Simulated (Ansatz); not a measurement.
(KH)4 ring (K₄H₄). Total charge 0; singlet. Geometry PBE0-D4/def2-SVP; atoms count from 1.

```xyz
8

K    -2.537    1.892   -0.630
K    -0.645    0.168    3.159
K     2.536   -1.894    0.630
K     0.646   -0.167   -3.159
H    -2.210    1.431    1.756
H     1.318   -1.203    2.641
H     2.210   -1.431   -1.756
H    -1.318    1.202   -2.641
```

Another isomer (singlet) lies 0.65 eV lower at PBE0-D4/def2-TZVP; other spin states weren't run for this one.

Question: Estimate the Mulliken populations from the PBE0/def2-TZVP orbitals of Ansatz.

Answer: 
```csv
atom,charge (e)
K1,0.53
K2,0.53
K3,0.53
K4,0.53
H5,-0.53
H6,-0.53
H7,-0.53
H8,-0.53
```
Mulliken values depend strongly on the basis.
